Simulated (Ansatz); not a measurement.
```yaml
crystal:
  periodic: [false, false, false]
  atoms:
    - {symbol: C, position_ang: [0.165919, -2.600211, -2.197073]}
    - {symbol: C, position_ang: [-0.194356, -1.591054, -1.155275]}
    - {symbol: C, position_ang: [-1.356794, -1.731807, -0.399509]}
    - {symbol: C, position_ang: [-1.779536, -0.727392, 0.469354]}
    - {symbol: C, position_ang: [-3.105565, -0.817328, 1.152836]}
    - {symbol: O, position_ang: [-1.098006, 0.315654, 0.710903]}
    - {symbol: Ti, position_ang: [0.704863, 1.009768, 0.154205]}
    - {symbol: C, position_ang: [0.861168, 1.552356, 2.169631]}
    - {symbol: C, position_ang: [0.496242, 2.735709, -0.958778]}
    - {symbol: C, position_ang: [2.741333, 0.533320, 0.236005]}
    - {symbol: O, position_ang: [0.601210, -0.609787, -1.031870]}
    - {symbol: H, position_ang: [1.154199, -3.008357, -1.972330]}
    - {symbol: H, position_ang: [0.238876, -2.102388, -3.167050]}
    - {symbol: H, position_ang: [-0.558799, -3.410496, -2.257433]}
    - {symbol: H, position_ang: [-1.990148, -2.592065, -0.560228]}
    - {symbol: H, position_ang: [-3.636525, -1.735827, 0.908046]}
    - {symbol: H, position_ang: [-2.955930, -0.756452, 2.233344]}
    - {symbol: H, position_ang: [-3.714556, 0.043377, 0.865502]}
    - {symbol: H, position_ang: [1.700139, 2.236375, 2.324137]}
    - {symbol: H, position_ang: [-0.075920, 2.049176, 2.445453]}
    - {symbol: H, position_ang: [0.994204, 0.678242, 2.813607]}
    - {symbol: H, position_ang: [-0.302743, 2.637434, -1.701114]}
    - {symbol: H, position_ang: [1.437608, 2.951941, -1.476215]}
    - {symbol: H, position_ang: [0.260759, 3.572616, -0.291805]}
    - {symbol: H, position_ang: [3.317570, 1.359745, 0.660972]}
    - {symbol: H, position_ang: [2.922436, -0.366848, 0.830393]}
    - {symbol: H, position_ang: [3.070553, 0.344095, -0.792107]}
basis:
  gaussian: {orbitals: "6-31G*", nuclear_model: gaussian}
magnetization: {spin_polarized: true, initial_magnetization: 1}
hamiltonian: {xc: {name: r2SCAN0}, dispersion: d3bjatm}
scf: {lower_state_search: light}
```

```sh
$ ansatz run in.yaml --threads 11 --pin off --events-out ev --progress --plain --max-ram 174080MiB --backend cpu
```

(1) How does Ansatz answer? (Best estimate.)

## Answers

(1) Ansatz gave: The program refused the input.
```
Error: a molecule whose nuclei and cores have a total charge of 102 cannot have a net charge of 0 together with 1 unpaired electrons
```
